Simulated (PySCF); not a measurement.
Species: C7H10O.
Numbering: `[O:1]=[C:2]1[C@H:3]2[CH2:4][CH2:5][C@@H:6]1[CH2:7][CH2:8]2` (hydrogens: H9 on C3; H10, H11 on C4; H12, H13 on C5; H14 on C6; H15, H16 on C7; H17, H18 on C8)

The same species was optimised twice, with GFN2-xTB and with PBE0-D3(BJ)/def2-SVP (PySCF), and the same property calculations (PySCF, gas phase) were run on both structures.

```csv
coordinate,GFN2-xTB,PBE0-D3(BJ)/def2-SVP,change
C4–C5 (Å),1.548,1.561,+0.013
C7–C8 (Å),1.548,1.561,+0.013
C2–C6 (Å),1.518,1.529,+0.011
C2–C3 (Å),1.518,1.528,+0.010
C3–C4 (Å),1.533,1.536,+0.003
O1=C2 (Å),1.194,1.198,+0.004
C5–C6 (Å),1.533,1.536,+0.003
C6–C7 (Å),1.533,1.536,+0.003
C3–C8 (Å),1.533,1.536,+0.003
C3–C2–C6 (°),97.2,97.7,+0.5
C2–C3–C4 (°),100.0,99.7,-0.3
C2–C6–C5 (°),100.0,99.7,-0.3
C2–C3–C8 (°),100.0,99.7,-0.3
O1–C2–C6 (°),131.4,131.2,-0.2
C2–C6–C7 (°),100.0,99.7,-0.3
O1–C2–C3 (°),131.4,131.2,-0.2
C3–C4–C5 (°),103.7,103.9,+0.2
```

Rotational constants: A = 2823, B = 2342, C = 2157 MHz (GFN2-xTB) against A = 2792, B = 2318, C = 2146 MHz (PBE0-D3(BJ)/def2-SVP). Point groups within 0.08 Å: C2v and C2v.

On the GFN2-xTB structure: lowest singlet, TDDFT (eV) 4.33 [PBE0/def2-SVPD]; lowest triplet, Tamm–Dancoff (eV) 3.76 [PBE0/def2-SVPD]; isotropic polarisability (au) 76.1 [PBE0/def2-SVPD]; HOMO (eV) -6.86 [PBE0/def2-SVPD]; LUMO (eV) -0.36 [PBE0/def2-SVPD]; dipole (D) 3.23 [PBE0/def2-SVPD]; HOMO (eV) -6.81 [PBE0/pcSseg-1]; LUMO (eV) -0.27 [PBE0/pcSseg-1]; dipole (D) 3.01 [PBE0/pcSseg-1]; GIAO shielding of O1 (ppm) -283.5 [PBE0/pcSseg-1]; GIAO shielding of C2 (ppm) -30.9 [PBE0/pcSseg-1]; GIAO shielding of C3/C6 (mean) (ppm) 147.1 [PBE0/pcSseg-1]; GIAO shielding of C4/C5/C7/C8 (mean) (ppm) 160.0 [PBE0/pcSseg-1].

Task: What do these properties become on the PBE0-D3(BJ)/def2-SVP structure?

Result: 
```tsv
property	level	on GFN2-xTB	on PBE0-D3(BJ)/def2-SVP	change
lowest singlet, TDDFT (eV)	PBE0/def2-SVPD	4.33	4.31	-0.02
lowest triplet, Tamm–Dancoff (eV)	PBE0/def2-SVPD	3.76	3.74	-0.02
isotropic polarisability (au)	PBE0/def2-SVPD	76.1	77.3	+1.2
HOMO (eV)	PBE0/def2-SVPD	-6.86	-6.85	+0.01
LUMO (eV)	PBE0/def2-SVPD	-0.36	-0.37	-0.01
dipole (D)	PBE0/def2-SVPD	3.23	3.20	-0.03
energy, GFN2-xTB geometry as zero (kcal/mol)	PBE0/def2-SVPD	0.0	-0.7	-0.7
HOMO (eV)	PBE0/pcSseg-1	-6.81	-6.80	+0.01
LUMO (eV)	PBE0/pcSseg-1	-0.27	-0.29	-0.02
dipole (D)	PBE0/pcSseg-1	3.01	2.98	-0.03
energy, GFN2-xTB geometry as zero (kcal/mol)	PBE0/pcSseg-1	0.0	-0.4	-0.4
GIAO shielding of O1 (ppm)	PBE0/pcSseg-1	-283.5	-286.2	-2.7
GIAO shielding of C2 (ppm)	PBE0/pcSseg-1	-30.9	-32.8	-1.9
GIAO shielding of C3/C6 (mean) (ppm)	PBE0/pcSseg-1	147.1	145.2	-1.9
GIAO shielding of C4/C5/C7/C8 (mean) (ppm)	PBE0/pcSseg-1	160.0	157.9	-2.1
```

The heavy atoms differ by 0.008 Å rms after alignment. Among bonds between heavy atoms C4–C5 and C7–C8 change most and about equally (+0.013 Å). Changes are differences of the printed values. Neither structure is proved a minimum here.
